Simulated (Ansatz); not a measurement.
Input for Ansatz (a first-principles code): R-B3LYP/def2-TZVPP on HITe (SMILES [TeH]I), atoms moved off the minimum. Elements past Kr take the def2 small-core potentials; no spin–orbit coupling.

Ansatz 0.2 input:
```yaml
crystal:
  periodic: [false, false, false]
  atoms:
    - {symbol: Te, position_ang: [0.48643522, 0.87829839, 0.94232801]}
    - {symbol: H, position_ang: [0.68011940, 2.08703116, -0.30557625]}
    - {symbol: I, position_ang: [-0.45530719, -1.02735611, -0.80553794]}
basis:
  gaussian:
    orbitals: def2-TZVPP
hamiltonian:
  xc: {name: B3LYP}
scf: {lower_state_search: off}
output: {forces: true}
```

Output:

```
WARN ansatz: RAYON_NUM_THREADS=1 ignored (pool sized by the plan → 1); use --threads N
Functional definition: B3LYP
these checks for a lower state are left out or cut short: stability, starts, cluster_reference, orbital_swaps, neighbouring_geometries, increment
integrals: 0.04 GiB planned
893 factors; their error is unknown
mean field: 0.36 GiB planned
mean field evaluation 1: about -15415.8026 eV, gradient 7.3e0 eV
mean field evaluation 2: about -15415.8110 eV, gradient 7.4e0 eV
mean field evaluation 4: about -15415.9504 eV, gradient 7.0e-1 eV
mean field evaluation 8: about -15416.2719 eV, gradient 7.3e-1 eV
mean field evaluation 16: about -15416.2723 eV, gradient 4.7e-3 eV
mean field -15416.27230140 eV, -566.5375575518 hartree, gradient 9.9e-6 eV, S^2 0.000000; 0 other end points of the search recorded, 0 dependent functions left out
the calculation of the forces begins
reference -15416.27249970 eV, -566.5375648392 hartree; 25, 25 occupied and 89, 89 virtual orbitals, 893 factors
Total energy: -15416.27249970 eV, -566.5375648392 hartree
Atom 0 at     0.486435     0.878298     0.942328 Å, force     0.041567     0.618530    -0.974527 eV/Å
Atom 1 at     0.680119     2.087031    -0.305576 Å, force    -0.118913    -0.769426     0.819916 eV/Å
Atom 2 at    -0.455307    -1.027356    -0.805538 Å, force     0.077346     0.150895     0.154611 eV/Å
Dipole moment:     0.083962     0.180970     0.134048 e Å
Checks for a lower state left out: stability, starts, cluster_reference, orbital_swaps, neighbouring_geometries, increment
```

The run converged.

Cost: around 2.1 core-seconds (rough).
